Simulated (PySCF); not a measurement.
## Computed data sheet: `CC1=C(C)[PH2+]CC1`

Compound: C6H12P (charge +1).
SMILES with atom numbers: `[CH3:1][C:2]1=[C:3]([CH3:4])[PH2+:5][CH2:6][CH2:7]1` (hydrogens: H8, H9, H10 on C1; H11, H12, H13 on C4; H14, H15 on P5; H16, H17 on C6; H18, H19 on C7)

**GFN2-xTB geometry**

- Rotational constants A, B, C of the GFN2-xTB geometry: 2.801, 2.167, 1.277 GHz

From CAM-B3LYP/def2-SVPD ground state and vertical TDDFT (core frozen in the response) (PySCF):

* HOMO energy: -13.14 eV
* LUMO energy: -3.83 eV
* HOMO–LUMO gap: 9.31 eV
* Lowest singlet excitation: 6.17 eV (201 nm, f = 0.018)
* Strongest line among the 8 lowest singlet transitions: S2 at 6.45 eV (192 nm, f = 0.305)
* Lowest triplet excitation (Tamm–Dancoff): 4.19 eV
* Static isotropic polarisability: 85.4 au
* Electronic spatial extent ⟨r²⟩ about the centre of nuclear charge: 971 bohr²

From PBE0/pcSseg-1 ground state and GIAO shieldings, non-relativistic (PySCF):

- Lowest Hirshfeld atomic charge: -0.10 e on C4
- Highest Hirshfeld atomic charge: +0.46 e on P5
- 13C chemical shifts (computed TMS as zero) by class: 185.0 (C2), 109.9 (C3), 44.6 (C7), 20.3 (C1), 15.1 (C4), 12.6 (C6) ppm
- 1H chemical shifts (computed TMS as zero) by class: 6.44 (H14/H15), 3.43 (H18/H19), 2.89 (H16/H17), 2.51 (H8/H9/H10), 2.42 (H11/H12/H13) ppm
- Isotropic shieldings of nuclei other than C and H, by class: 345 (P5) ppm
- Mayer bond orders between heavy atoms: C1–C2 1.12, C2–C3 1.69, C3–C4 1.07, C3–P5 1.02, P5–C6 1.00, C6–C7 1.00, C7–C2 1.05

Monoisotopic mass of the ion (most abundant isotopes, electron mass counted): 115.0671 u.

S1 lies 3.14 eV below the HOMO–LUMO gap; its leading configuration is HOMO→LUMO+1, weight 0.72. No computed singlet falls in the visible range (750 to 380 nm, 1.65 to 3.26 eV); S1 lies 2.91 eV above its blue end. The polarisability is 12.66 Å³ as a volume (1 au = 0.148185 Å³), or 1.38 au for each of the 62 electrons. The largest Löwdin shares of the HOMO are 0.33 on C3, 0.24 on C2, 0.08 on C4 and 0.06 on P5. The vertical singlet–triplet gap S1 − T1 is 1.98 eV (TDDFT singlet less Tamm–Dancoff triplet; S1: HOMO→LUMO+1, weight 0.72; T1: HOMO→LUMO, weight 0.86). The rotational constants make it an asymmetric top with κ = (2B − A − C)/(A − C) = 0.17, nearer the oblate limit (+1).

Isolated species at its GFN2-xTB geometry, gas phase. GFN2-xTB frequencies show an imaginary mode (27i cm⁻¹), so this geometry is no minimum at that level. NMR classes are plain means over equivalent atoms (diastereotopic ones count apart unless rotation or inversion swaps them), as if these changed places fast; in this geometry the members of some classes differ.
